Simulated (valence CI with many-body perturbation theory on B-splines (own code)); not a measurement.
## Forbidden lines of Bi42+

Computed by configuration interaction combined with many-body perturbation theory (CI+MBPT): five valence electrons over a frozen Dirac-Fock core [Kr], radial functions for each j: 7 s, 7 p, 8 d, 6 f, 4 g, 1 h, with the one-electron correlation potential Σ1 (screened to all orders), the two-electron term Σ2, the three-electron term Σ3, Breit, model QED; selected single and double excitations, second order for the rest (own B-spline code, finite nucleus).

The last digits are not significant, and no measured levels were compared; by estimate large intervals hold to a few tenths of a per cent, small ones and those within an open d or f shell to about a per cent. Only levels of the ground parity were solved; by the run's estimate the other parity begins above the list, which can be wrong where configurations are misplaced.

Lines 51 to 100 of 120 in falling wavelength, among levels below 141.43 eV, chosen from the decays that carry over 1 % of a level's rate. Wavelengths and rates use the calculated energies. Electric multipoles are in the length gauge, E1 and E2 with the static RPA response of the core. S is in atomic units (e²a₀⁴ for E2 and M2, e²a₀⁶ for E3), for M1 in squared Bohr magnetons. Weak lines are less certain than strong ones. Lines between different terms over intervals too small for the method are left out, as are lines whose strength nearly cancels. The highest levels of a list are the least certain.

Levels are named by their leading jj configuration (3d3/2^4 stands for four electrons in 3d with j = 3/2), which in mixed levels can hold well under half, so a name can repeat and another be missing. Letters in brackets count levels of one name in rising energy.

| λ vac (nm) | Upper | Lower | Type | A (s⁻¹) | S (a.u.) |
| --- | --- | --- | --- | --- | --- |
| 38.12 | (4d3/2^2 4d5/2^3) J=5/2 [c] | (4d3/2^3 4d5/2^2) J=7/2 [b] | M1 | 1.43e+05 | 1.76e+00 |
| 37.91 | (4d3/2 4d5/2^4) J=5/2 [a] | (4d3/2^2 4d5/2^3) J=7/2 [a] | M1 | 1.77e+05 | 2.14e+00 |
| 37.84 | (4d3/2 4d5/2^4) J=9/2 | (4d3/2^2 4d5/2^3) J=7/2 [b] | M1 | 7.37e+04 | 1.48e+00 |
| 37.81 | (4d3/2^2 4d5/2^3) J=1/2 [a] | (4d3/2^3 4d5/2^2) J=3/2 [a] | M1 | 3.32e+05 | 1.33e+00 |
| 37.78 | (4d3/2^2 4d5/2^3) J=13/2 | (4d3/2^3 4d5/2^2) J=11/2 | M1 | 5.48e+04 | 1.53e+00 |
| 37.52 | (4d3/2^3 4d5/2^2) J=3/2 [a] | (4d3/2^4 4d5/2) J=5/2 | M1 | 3.70e+05 | 2.90e+00 |
| 37.30 | (4d3/2^2 4d5/2^3) J=3/2 [b] | (4d3/2^3 4d5/2^2) J=1/2 | M1 | 2.85e+04 | 2.19e-01 |
| 36.85 | (4d3/2 4d5/2^4) J=9/2 | (4d3/2^2 4d5/2^3) J=9/2 [b] | M1 | 2.21e+05 | 4.10e+00 |
| 36.82 | (4d3/2 4d5/2^4) J=3/2 [a] | (4d3/2^2 4d5/2^3) J=5/2 [b] | M1 | 1.11e+05 | 8.23e-01 |
| 36.69 | (4d3/2^2 4d5/2^3) J=3/2 [a] | (4d3/2^3 4d5/2^2) J=3/2 [a] | M1 | 3.34e+05 | 2.45e+00 |
| 36.63 | (4d3/2 4d5/2^4) J=5/2 [b] | (4d3/2^2 4d5/2^3) J=3/2 [b] | M1 | 1.34e+05 | 1.47e+00 |
| 36.61 | (4d3/2^2 4d5/2^3) J=7/2 [b] | (4d3/2^3 4d5/2^2) J=5/2 [b] | M1 | 7.49e+03 | 1.09e-01 |
| 36.38 | (4d3/2 4d5/2^4) J=3/2 [a] | (4d3/2^2 4d5/2^3) J=3/2 [a] | M1 | 3.84e+05 | 2.75e+00 |
| 36.38 | (4d3/2 4d5/2^4) J=5/2 [b] | (4d3/2^2 4d5/2^3) J=5/2 [c] | M1 | 2.87e+04 | 3.08e-01 |
| 36.26 | (4d3/2^2 4d5/2^3) J=5/2 [b] | (4d3/2^3 4d5/2^2) J=3/2 [a] | M1 | 5.56e+04 | 5.90e-01 |
| 35.95 | (4d3/2^2 4d5/2^3) J=5/2 [c] | (4d3/2^3 4d5/2^2) J=5/2 [b] | M1 | 1.19e+04 | 1.23e-01 |
| 35.93 | (4d3/2^2 4d5/2^3) J=9/2 [b] | (4d3/2^3 4d5/2^2) J=9/2 | M1 | 2.63e+05 | 4.53e+00 |
| 35.80 | (4d3/2 4d5/2^4) J=11/2 | (4d3/2^2 4d5/2^3) J=13/2 | M1 | 8.46e+04 | 1.73e+00 |
| 35.73 | (4d3/2 4d5/2^4) J=5/2 [b] | (4d3/2^2 4d5/2^3) J=7/2 [b] | M1 | 9.09e+03 | 9.22e-02 |
| 35.71 | (4d3/2^2 4d5/2^3) J=3/2 [b] | (4d3/2^3 4d5/2^2) J=5/2 [b] | M1 | 9.46e+04 | 6.39e-01 |
| 35.54 | (4d3/2^2 4d5/2^3) J=5/2 [b] | (4d3/2^3 4d5/2^2) J=7/2 [a] | M1 | 1.29e+05 | 1.28e+00 |
| 35.35 | (4d3/2 4d5/2^4) J=3/2 [a] | (4d3/2^2 4d5/2^3) J=1/2 [a] | M1 | 2.82e+05 | 1.85e+00 |
| 35.05 | (4d3/2^2 4d5/2^3) J=7/2 [b] | (4d3/2^3 4d5/2^2) J=9/2 | M1 | 7.66e+04 | 9.78e-01 |
| 34.97 | (4d3/2 4d5/2^4) J=7/2 [a] | (4d3/2^2 4d5/2^3) J=9/2 [a] | M1 | 2.56e+05 | 3.25e+00 |
| 34.88 | (4d3/2^3 4d5/2^2) J=9/2 | (4d3/2^4 4d5/2) J=5/2 | E2 | 9.61e+01 | 4.43e-03 |
| 34.63 | (4d3/2^2 4d5/2^3) J=7/2 [c] | (4d3/2^3 4d5/2^2) J=7/2 [b] | M1 | 1.00e+05 | 1.23e+00 |
| 34.56 | (4d3/2^2 4d5/2^3) J=1/2 [b] | (4d3/2^3 4d5/2^2) J=1/2 | M1 | 1.61e+05 | 4.91e-01 |
| 34.55 | (4d3/2^2 4d5/2^3) J=7/2 [a] | (4d3/2^3 4d5/2^2) J=5/2 [a] | M1 | 9.92e+04 | 1.21e+00 |
| 33.92 | (4d3/2^2 4d5/2^3) J=9/2 [b] | (4d3/2^3 4d5/2^2) J=11/2 | M1 | 8.73e+04 | 1.26e+00 |
| 33.82 | (4d3/2 4d5/2^4) J=5/2 [a] | (4d3/2^2 4d5/2^3) J=5/2 [a] | M1 | 8.52e+05 | 7.33e+00 |
| 33.79 | (4d3/2 4d5/2^4) J=11/2 | (4d3/2^2 4d5/2^3) J=9/2 [a] | M1 | 1.09e+05 | 1.88e+00 |
| 33.65 | (4d3/2 4d5/2^4) J=7/2 [a] | (4d3/2^2 4d5/2^3) J=7/2 [a] | M1 | 2.20e+05 | 2.48e+00 |
| 33.45 | (4d3/2^3 4d5/2^2) J=5/2 [b] | (4d3/2^4 4d5/2) J=5/2 | M1 | 5.01e+03 | 4.17e-02 |
| 33.45 | (4d3/2^3 4d5/2^2) J=5/2 [b] | (4d3/2^4 4d5/2) J=5/2 | E2 | 4.94e+02 | 1.11e-02 |
| 33.19 | (4d3/2 4d5/2^4) J=11/2 | (4d3/2^2 4d5/2^3) J=11/2 | M1 | 3.54e+05 | 5.76e+00 |
| 32.89 | (4d3/2^2 4d5/2^3) J=9/2 [b] | (4d3/2^3 4d5/2^2) J=7/2 [a] | M1 | 7.28e+04 | 9.60e-01 |
| 32.84 | (4d3/2^2 4d5/2^3) J=7/2 [c] | (4d3/2^3 4d5/2^2) J=5/2 [b] | M1 | 4.69e+04 | 4.92e-01 |
| 32.51 | (4d3/2^2 4d5/2^3) J=3/2 [c] | (4d3/2^3 4d5/2^2) J=3/2 [b] | M1 | 6.38e+04 | 3.25e-01 |
| 32.30 | (4d3/2 4d5/2^4) J=5/2 [b] | (4d3/2^2 4d5/2^3) J=5/2 [b] | M1 | 1.76e+05 | 1.32e+00 |
| 32.21 | (4d3/2^2 4d5/2^3) J=5/2 [c] | (4d3/2^3 4d5/2^2) J=3/2 [a] | M1 | 7.56e+04 | 5.61e-01 |
| 32.17 | (4d3/2^3 4d5/2^2) J=1/2 | (4d3/2^4 4d5/2) J=5/2 | E2 | 3.18e+02 | 1.95e-03 |
| 32.15 | (4d3/2^2 4d5/2^3) J=7/2 [b] | (4d3/2^3 4d5/2^2) J=7/2 [a] | M1 | 5.50e+03 | 5.42e-02 |
| 32.01 | (4d3/2^2 4d5/2^3) J=3/2 [b] | (4d3/2^3 4d5/2^2) J=3/2 [a] | M1 | 5.49e+04 | 2.67e-01 |
| 31.96 | (4d3/2 4d5/2^4) J=5/2 [b] | (4d3/2^2 4d5/2^3) J=3/2 [a] | M1 | 5.22e+04 | 3.79e-01 |
| 31.77 | (4d3/2^3 4d5/2^2) J=7/2 [b] | (4d3/2^4 4d5/2) J=5/2 | M1 | 8.39e+03 | 7.98e-02 |
| 31.64 | (4d3/2^2 4d5/2^3) J=5/2 [c] | (4d3/2^3 4d5/2^2) J=7/2 [a] | M1 | 1.65e+05 | 1.16e+00 |
| 31.57 | (4d3/2^2 4d5/2^3) J=7/2 [c] | (4d3/2^3 4d5/2^2) J=9/2 | M1 | 1.01e+05 | 9.42e-01 |
| 31.44 | (4d3/2 4d5/2^4) J=9/2 | (4d3/2^2 4d5/2^3) J=9/2 [a] | M1 | 8.21e+03 | 9.46e-02 |
| 31.35 | (4d3/2^2 4d5/2^3) J=9/2 [c] | (4d3/2^3 4d5/2^2) J=7/2 [b] | M1 | 1.06e+05 | 1.21e+00 |
| 31.12 | (4d3/2^2 4d5/2^3) J=3/2 [a] | (4d3/2^3 4d5/2^2) J=5/2 [a] | M1 | 2.04e+05 | 9.12e-01 |
